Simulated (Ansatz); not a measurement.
`[BH2][Ge]([F])([F])[AlH2]` at its PBE0-D4/def2-TZVP geometry, where that method's forces vanish. The species carries charge 0 and has multiplicity 1.

```xyz
9

B    -1.7365    0.9452    0.5678
Ge    0.0984    0.5327   -0.2949
F     1.2030    1.8104    0.1778
F    -0.0557    0.7917   -2.0232
Al    1.4055   -1.6127   -0.0719
H    -2.7431    0.6516   -0.0006
H    -1.7876    1.4023    1.6684
H     0.7887   -2.8299    0.7353
H     2.8274   -1.6914   -0.7586
```

Question: What forces (eV/Å) does r2SCAN-D4/def2-TZVPP give on these atoms in Ansatz? (An estimate is asked.)

Answer: Ansatz gave: 
```
B1   0.012  0.018 -0.013
Ge2 -0.105 -0.067  0.099
F3   0.044  0.041 -0.004
F4   0.014  0.016 -0.062
Al5  0.003 -0.008 -0.001
H6   0.033  0.002  0.021
H7   0.002 -0.023 -0.034
H8   0.022  0.021 -0.019
H9  -0.025 -0.001  0.014
```
